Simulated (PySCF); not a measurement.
This PySCF input asks for the NMR shieldings of SMILES CB1SCC(C)CS1, C5H11BS2; the geometry comes from GFN2-xTB.

```python
import basis_set_exchange as bse
import numpy as np
from pyscf import gto, dft
from pyscf.prop import nmr

atoms = """
C     3.467992   -0.138959    0.491493
B     1.916970   -0.030211    0.184134
S     1.078561    1.447673    0.743957
C    -0.664746    1.294631    0.184515
C    -1.207638   -0.126989    0.198273
C    -2.729200   -0.088784    0.044939
C    -0.605122   -0.955322   -0.927005
S     1.161700   -1.399924   -0.682590
H     3.735205    0.321770    1.440598
H     3.819017   -1.168723    0.502367
H     4.042329    0.380843   -0.276079
H    -1.223848    1.925507    0.874868
H    -0.726940    1.727565   -0.814949
H    -0.960451   -0.594498    1.158588
H    -3.138822   -1.095760    0.059163
H    -3.005649    0.383645   -0.895270
H    -3.176566    0.475092    0.859730
H    -0.680548   -0.432098   -1.881470
H    -1.112049   -1.916208   -1.012937
"""
names = dict.fromkeys(["C", "B", "S", "H"], "pcSseg-1")
basis = {el: gto.basis.parse(bse.get_basis(n, elements=[el], fmt="nwchem")) for el, n in names.items()}
mol = gto.M(atom=atoms, basis=basis, charge=0, verbose=0)
mf = dft.RKS(mol, xc="PBE0")
mf.grids.level = 2
mf.grids.alignment = dft.numint.BLKSIZE   # the property module wants whole blocks of grid points
mf.conv_tol = 1e-9
mf.kernel()

calc = nmr.RKS(mf)   # GIAO
C = mf.mo_coeff
Co = C[:, mf.mo_occ > 0]
resp = mf.gen_response(singlet=True, hermi=2)
def vind(x):   # induced exchange potential for any number of trial vectors
    d = np.einsum("pi,xij,qj->xpq", C, 2 * x.reshape(-1, C.shape[1], Co.shape[1]), Co, optimize=True)
    return np.einsum("xpq,pi,qj->xij", resp(d - d.transpose(0, 2, 1)), C, Co, optimize=True).ravel()
mo1, _ = nmr.rhf.solve_mo1(calc, with_cphf=vind)
sigma = calc.kernel(mo1)
for i, s in enumerate(sigma):   # ppm
    w = np.linalg.eigvalsh((s + s.T) / 2)
    print("%2d %-2s iso %8.1f  s11 %8.1f  s22 %8.1f  s33 %8.1f" % (i, mol.atom_pure_symbol(i), w.mean(), *w))
```

Q: What are the results?

A: 
```
 0 C  iso    178.6  s11    163.1  s22    180.2  s33    192.7
 1 B  iso     40.4  s11     -6.5  s22      8.1  s33    119.7
 2 S  iso    458.0  s11    303.6  s22    511.0  s33    559.4
 3 C  iso    147.9  s11    133.2  s22    146.0  s33    164.5
 4 C  iso    151.5  s11    140.3  s22    142.5  s33    171.9
 5 C  iso    161.9  s11    139.3  s22    157.6  s33    188.8
 6 C  iso    147.6  s11    133.1  s22    145.7  s33    164.1
 7 S  iso    455.7  s11    302.9  s22    510.2  s33    554.0
 8 H  iso     30.9  s11     26.1  s22     29.8  s33     36.7
 9 H  iso     30.9  s11     26.1  s22     30.1  s33     36.5
10 H  iso     30.9  s11     27.0  s22     27.9  s33     37.9
11 H  iso     29.2  s11     22.8  s22     29.7  s33     35.3
12 H  iso     29.3  s11     24.6  s22     29.0  s33     34.4
13 H  iso     30.0  s11     26.1  s22     30.2  s33     33.8
14 H  iso     30.5  s11     25.6  s22     28.2  s33     37.6
15 H  iso     30.9  s11     27.2  s22     28.6  s33     36.9
16 H  iso     30.5  s11     25.6  s22     28.2  s33     37.6
17 H  iso     29.3  s11     24.6  s22     29.0  s33     34.3
18 H  iso     29.2  s11     22.7  s22     29.6  s33     35.3
```

These numbers come from an equivalent density-fitted implementation of the same equations, which agrees with the script to about 0.01 ppm for H and up to a few tenths of a ppm for heavy atoms, so last digits may differ.

Size and cost of the density-fitted run: 205 basis functions, 67 s wall time on 1 thread of an Arm Neoverse N1, shared host; peak memory 0.93 GiB.
